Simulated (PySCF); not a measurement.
**Vertical excitation energies**

Species: ZnMe(vinyl), C₃H₆Zn (singlet state).
Cartesian coordinates in Å at the PBE0-D3(BJ)/def2-SVP level; atoms count from 1:
```xyz
10
C3H6Zn angstrom
Zn    -0.072   -0.336    0.422
C     -0.058   -0.319    2.364
H     -0.726    0.463    2.763
H      0.952   -0.124    2.759
H     -0.395   -1.283    2.777
C     -0.083   -0.341   -1.516
C      0.197    0.728   -2.276
H     -0.335   -1.262   -2.065
H      0.463    1.704   -1.851
H      0.180    0.694   -3.374
```

Method used: PySCF, TDDFT PBE0/def2-SVPD, vertical, gas phase, core orbitals frozen in the response.

Problem. Predict the UV-vis stick spectrum at this level.

Solution. 

```json
{"state": "S1", "E (eV)": "5.28", "λ (nm)": "234.7", "f": "0.0001", "main configurations (H = HOMO, L = LUMO)": "H→L (98%)"}
{"state": "S2", "E (eV)": "5.88", "λ (nm)": "210.9", "f": "0.011", "main configurations (H = HOMO, L = LUMO)": "H→L+1 (97%)"}
{"state": "S3", "E (eV)": "6.28", "λ (nm)": "197.4", "f": "0.0067", "main configurations (H = HOMO, L = LUMO)": "H-1→L+1 (98%)"}
{"state": "S4", "E (eV)": "6.42", "λ (nm)": "193.0", "f": "0.132", "main configurations (H = HOMO, L = LUMO)": "H-1→L (88%)"}
{"state": "S5", "E (eV)": "6.62", "λ (nm)": "187.3", "f": "0.381", "main configurations (H = HOMO, L = LUMO)": "H→L+2 (93%)"}
{"state": "S6", "E (eV)": "6.76", "λ (nm)": "183.5", "f": "0.029", "main configurations (H = HOMO, L = LUMO)": "H-1→L+2 (90%)"}
{"state": "S7", "E (eV)": "6.82", "λ (nm)": "181.9", "f": "0.011", "main configurations (H = HOMO, L = LUMO)": "H→L+3 (50%), H-2→L (40%)"}
{"state": "S8", "E (eV)": "7.18", "λ (nm)": "172.6", "f": "0.033", "main configurations (H = HOMO, L = LUMO)": "H-2→L (56%), H→L+3 (43%)"}
{"state": "S9", "E (eV)": "7.53", "λ (nm)": "164.7", "f": "0.032", "main configurations (H = HOMO, L = LUMO)": "H-2→L+1 (56%), H→L+4 (22%), H-2→L+2 (15%)"}
{"state": "S10", "E (eV)": "7.65", "λ (nm)": "162.0", "f": "0.017", "main configurations (H = HOMO, L = LUMO)": "H→L+4 (45%), H-2→L+1 (33%), H-2→L+2 (17%)"}
{"state": "S11", "E (eV)": "7.90", "λ (nm)": "157.0", "f": "0.043", "main configurations (H = HOMO, L = LUMO)": "H-1→L+4 (90%)"}
{"state": "S12", "E (eV)": "7.91", "λ (nm)": "156.8", "f": "0.049", "main configurations (H = HOMO, L = LUMO)": "H-2→L+2 (62%), H→L+4 (32%)"}
{"state": "S13", "E (eV)": "8.14", "λ (nm)": "152.3", "f": "0.203", "main configurations (H = HOMO, L = LUMO)": "H-1→L+3 (72%), H→L+5 (9%)"}
{"state": "S14", "E (eV)": "8.43", "λ (nm)": "147.1", "f": "0.0005", "main configurations (H = HOMO, L = LUMO)": "H-1→L+5 (51%), H-1→L+6 (27%), H-5→L (15%)"}
```

Triplets, Tamm–Dancoff:

| state | E (eV) | λ (nm) | main configurations (H = HOMO, L = LUMO) |
| --- | --- | --- | --- |
| T1 | 4.10 | 302.5 | H-1→L (80%), H-1→L+3 (17%) |
| T2 | 4.83 | 256.9 | H→L (90%) |
| T3 | 5.66 | 219.2 | H→L+1 (95%) |
| T4 | 5.84 | 212.5 | H→L+2 (91%) |

The lowest singlet comes at 235 nm (510 kJ/mol) in the ultraviolet; it is dark (f under 0.0005); its leading configuration is HOMO→LUMO (98%). The strongest level in the table is S5 at 6.62 eV (187 nm, f = 0.381). S11/S12 lie within about 0.01 eV of each other. For S1 the Löwdin share of zinc is 16% in HOMO and 36% in LUMO; for S5 the Löwdin share of zinc is 16% in HOMO and 53% in LUMO+2. The listed states span 3.15 eV, and the widest gap between neighbours is 0.60 eV (S1 to S2). Orbital energies (eV): HOMO-3 -10.58, HOMO-2 -8.74, HOMO-1 -7.61, HOMO -7.30, LUMO -0.57, LUMO+1 -0.06, LUMO+2 0.26. Weighted by f, the mean energy of these states is 7.11 eV. No computed singlet lies in the visible range (380 to 750 nm); the lowest, at 235 nm, stands 2.02 eV above its violet end (3.26 eV). Orbitals of the list HOMO-3 to LUMO+2 that lie within 0.01 eV of each other are written together with a slash and their weights summed (≥ marks a lower bound); for degenerate orbitals outside that list single weights are arbitrary. Only the lowest 15 singlets were computed, as vertical energies without vibronic structure. The highest level found (8.44 eV, f 0.086 so far) is left out, since the window may have cut off a degenerate partner.

Hardware: one thread of an AMD EPYC 7B13, no GPU, shared host with 96 logical CPUs at a one-minute load of 22. Cost: 16 s of wall time (with the writing of density and orbital grids), 0.64 GiB resident at most.
